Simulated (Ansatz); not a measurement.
Molecule: C3H9F3Si2, net charge 0, singlet state. SMILES: C[Si](C)([Si](F)(F)F)C
Geometry from a B3LYP-D3(BJ)/def2-TZVP (Ansatz, a first-principles code) optimisation:
```xyz
17

C     -2.3529     0.8321     0.0821
Si    -1.0501    -0.5144    -0.0315
C     -1.1602    -1.6852     1.4315
C     -1.1838    -1.4478    -1.6545
Si     1.0498     0.5143     0.0315
F      1.2724     1.5359    -1.1736
F      2.2516    -0.5318    -0.0505
F      1.2860     1.3523     1.3684
H     -2.2733     1.5336    -0.7504
H     -2.2593     1.3985     1.0104
H     -3.3532     0.3925     0.0562
H     -2.1301    -2.1891     1.4394
H     -1.0520    -1.1511     2.3772
H     -0.3844    -2.4517     1.3865
H     -1.0887    -0.7753    -2.5089
H     -0.4088    -2.2118    -1.7389
H     -2.1546    -1.9451    -1.7250
```

Parts of the frozen-core correlation energy in aug-cc-pV(T+d)Z (Ansatz, hartree). Frozen orbitals: 16; correlated occupied orbitals by spin: 25 and 25; virtual: 552 and 552. Spin-orbit coupling is left out. No relativistic terms.

```csv
term,value
reference (HF),-995.48645
MP2 opposite-spin,(withheld)
MP2 same-spin,(withheld)
CCSD correlation,(withheld)
(T),-0.05797
T1 diagnostic,0.012
largest doubles amplitude,0.015
```

**Question.** What belongs in the gaps?

**Answer.** 
- MP2 opposite-spin, value: -1.18156
- MP2 same-spin, value: -0.37453
- CCSD correlation, value: -1.60659
